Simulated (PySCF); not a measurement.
**Electron correlation in Se³⁺ (selenium, charge +3)**

[Ar] 3d10 4s2 4p1, 2P determinant. Calculation: PySCF 2.14, in def2-TZVPPD; the non-relativistic Hamiltonian (point nucleus). Frozen: [Ar] 3d10; 3 electrons correlated.

| level | correlation energy (mhartree) |
| --- | --- |
| CCSD | -58.17 |
| (T) | -0.72 |
| CCSD(T) | -58.89 |
| CCSDT | -59.11 |

Diagnostics: T1 = 0.0079, D1 = 0.0183, largest double amplitude 0.098.

Cost of the coupled-cluster step: about 1 core-seconds, for 3 correlated electrons.

Iterations:

```
CC2 = 0
CCSD nocc = (np.int64(2), np.int64(1)), nmo = (43, 43)
frozen orbitals [[0, 1, 2, 3, 4, 5, 6, 7, 8, 9, 10, 11, 12, 13], [0, 1, 2, 3, 4, 5, 6, 7, 8, 9, 10, 11, 12, 13]]
max_cycle = 100
direct = 0
conv_tol = 1e-08
conv_tol_normt = 1e-06
diis_space = 8
diis_start_cycle = 0
Init t2, MP2 energy = -0.0430543131223887
Init E_corr(UCCSD) = -0.043054313123303
cycle = 1  E_corr(UCCSD) = -0.0531020846554059  dE = -0.0100477715  norm(t1,t2) = 0.0418067
cycle = 2  E_corr(UCCSD) = -0.056232420408036  dE = -0.00313033575  norm(t1,t2) = 0.016299
cycle = 3  E_corr(UCCSD) = -0.0581810103271476  dE = -0.00194858992  norm(t1,t2) = 0.00691879
cycle = 4  E_corr(UCCSD) = -0.0581642760420473  dE = 1.67342851e-05  norm(t1,t2) = 0.000662238
cycle = 5  E_corr(UCCSD) = -0.0581714785247554  dE = -7.20248271e-06  norm(t1,t2) = 6.3765e-05
cycle = 6  E_corr(UCCSD) = -0.0581698612115777  dE = 1.61731318e-06  norm(t1,t2) = 8.60977e-06
cycle = 7  E_corr(UCCSD) = -0.0581704493235034  dE = -5.88111926e-07  norm(t1,t2) = 1.94983e-06
cycle = 8  E_corr(UCCSD) = -0.0581702919354263  dE = 1.57388077e-07  norm(t1,t2) = 5.05028e-07
cycle = 9  E_corr(UCCSD) = -0.0581702931294936  dE = -1.19406735e-09  norm(t1,t2) = 4.84059e-08
UCCSD converged
E(UCCSD) = -2397.667180451086  E_corr = -0.05817029312949364
UCCSD(T) correction = -0.000718966840763749
```
